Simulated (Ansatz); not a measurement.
A nudged elastic band was laid between two geometries of a periodic cell of 19 atoms, Al$_{18}$W (surface Al(111), adsorbate W).

All numbers below come from DFT PBE-D3(BJ), scalar-relativistic, plane waves, PAW in Ansatz. Settings: PAW set soft_1, cutoff 420 eV, k mesh 4x3x1, gaussian smearing 0.1 eV, no spin polarisation.

| Property | Result |
| --- | --- |
| movable images | 4 |
| climbing image | from the first iteration |
| spring | 5.0 eV/Å² |
| optimiser | quadratic models (default) |
| start path | default |
| force threshold | 0.05 eV/Å |
| iteration limit | 45 |
| end points | relaxed |
| atoms held | 1 to 6 |

Image 0:

```xyz
19
Lattice="5.7276 0.0000 0.0000 4.2957 7.4403 0.0000 0.0000 0.0000 17.6765" Properties=species:S:1:pos:R:3
Al 1.432 0.827 1.000
Al 4.296 0.827 1.000
Al 2.864 3.307 1.000
Al 5.728 3.307 1.000
Al 4.296 5.787 1.000
Al 7.159 5.787 1.000
Al -0.033 1.679 3.247
Al 2.814 1.650 3.310
Al 1.453 4.120 3.321
Al 4.291 4.159 3.345
Al 2.797 6.588 3.355
Al 5.668 6.616 3.378
Al -0.241 0.284 5.484
Al 2.801 -0.006 5.703
Al 1.445 2.400 5.662
Al 4.201 2.599 5.563
Al 3.350 5.186 6.024
Al 6.093 4.792 5.682
W 5.284 6.539 7.226
```

Image 5:

```xyz
19
Lattice="5.7276 0.0000 0.0000 4.2957 7.4403 0.0000 0.0000 0.0000 17.6765" Properties=species:S:1:pos:R:3
Al 1.432 0.827 1.000
Al 4.296 0.827 1.000
Al 2.864 3.307 1.000
Al 5.728 3.307 1.000
Al 4.296 5.787 1.000
Al 7.159 5.787 1.000
Al -0.061 1.630 3.359
Al 2.811 1.658 3.373
Al 1.402 4.159 3.248
Al 4.250 4.131 3.310
Al 2.889 6.602 3.321
Al 5.726 6.641 3.349
Al 0.479 0.227 6.035
Al 3.224 -0.165 5.676
Al 1.203 2.761 5.487
Al 4.237 2.472 5.709
Al 2.888 4.887 5.654
Al 5.642 5.076 5.566
W 6.719 9.012 7.232
```

Q: Which bonds break or form, and what moves?

A: Contacts lost: Al11–Al13, Al13–Al17, Al14–Al15, Al17–W19, Al18–W19. Contacts made: Al13–Al18, Al15–Al17, Al15–W19, Al16–W19. The atom that moves furthest is W19, by 2.86 Å; four of its nearest neighbours are Al13 2.44, Al18 2.47, Al14 2.53, Al17 2.65 Å at the first end and Al15 2.44, Al14 2.47, Al16 2.53, Al13 2.65 Å at the last.

Q: What energy profile does the band end with?

A: The forces met the threshold. The highest image is number 3 of 0 to 5, 0.35 eV above the ends, which have the same energy within 2 meV. The order of the stationary point at the top wasn't checked. Limits of this set-up: coarse k mesh, thin slab, slab without dipole correction.

| image | path coordinate (Å) | energy (eV) | Al11–Al13 (Å) | Al13–Al17 (Å) | Al14–Al15 (Å) |
| --- | --- | --- | --- | --- | --- |
| 0 | 0.00 | 0.00 | 2.72 | 2.69 | 2.76 |
| 1 | 0.82 | 0.18 | 2.62 | 2.72 | 2.74 |
| 2 | 1.65 | 0.21 | 2.72 | 2.89 | 2.78 |
| 3 | 2.47 | 0.35 | 2.84 | 2.88 | 3.19 |
| 4 | 3.55 | 0.12 | 3.09 | 3.01 | 3.47 |
| 5 | 4.62 | 0.00 | 3.47 | 3.38 | 3.56 |

Q: What is the geometry of the highest image?

A: 
```xyz
19
Lattice="5.7276 0.0000 0.0000 4.2957 7.4403 0.0000 0.0000 0.0000 17.6765" Properties=species:S:1:pos:R:3
Al 1.432 0.827 1.000
Al 4.296 0.827 1.000
Al 2.864 3.307 1.000
Al 5.728 3.307 1.000
Al 4.296 5.787 1.000
Al 7.159 5.787 1.000
Al -0.048 1.666 3.389
Al 2.820 1.706 3.260
Al 1.373 4.116 3.507
Al 4.292 4.121 3.472
Al 2.934 6.547 3.251
Al 5.709 6.587 3.258
Al -0.098 0.009 5.626
Al 2.971 -0.060 5.267
Al 1.133 2.463 5.938
Al 3.981 2.385 5.861
Al 2.855 4.903 5.737
Al 5.747 5.242 6.116
W 6.020 7.723 7.290
```

Time of the run: 9.2 min on 2 threads of Arm Neoverse V1, on a shared host, peak memory 1.7 GiB.
